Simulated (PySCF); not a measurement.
**Electron correlation in As (arsenic, neutral)**

[Ar] 3d10 4s2 4p3, high-spin 4S determinant. Calculation: PySCF 2.14, in cc-pVTZ-PP with ECP10MDF (5s4p3d1f, 39 functions); a scalar-relativistic core potential. Frozen: 3s2 3p6 3d10; 5 electrons correlated.

MP2 pair energies summed by pair of shells (mhartree):

| pair | energy | share (%) |
| --- | --- | --- |
| 4s-4p | -46.38 | 64.9 |
| 4p-4p | -15.32 | 21.5 |
| 4s-4s | -9.72 | 13.6 |

Total MP2 correlation energy: -71.42 mhartree.

Same-spin part -19.20 and opposite-spin part -52.22 mhartree; SCS-MP2 scales them by 1/3 and 6/5 to -69.06 mhartree.

| level | correlation energy (mhartree) |
| --- | --- |
| CCSD | -85.57 |
| (T) | -2.79 |
| CCSD(T) | -88.36 |

Diagnostics: T1 = 0.0036, D1 = 0.0085, largest double amplitude 0.052.

Task: Is a single reference adequate?

Result: Yes, within this model without spin-orbit coupling: T1 lies below 0.03 and no double amplitude reaches 0.07.
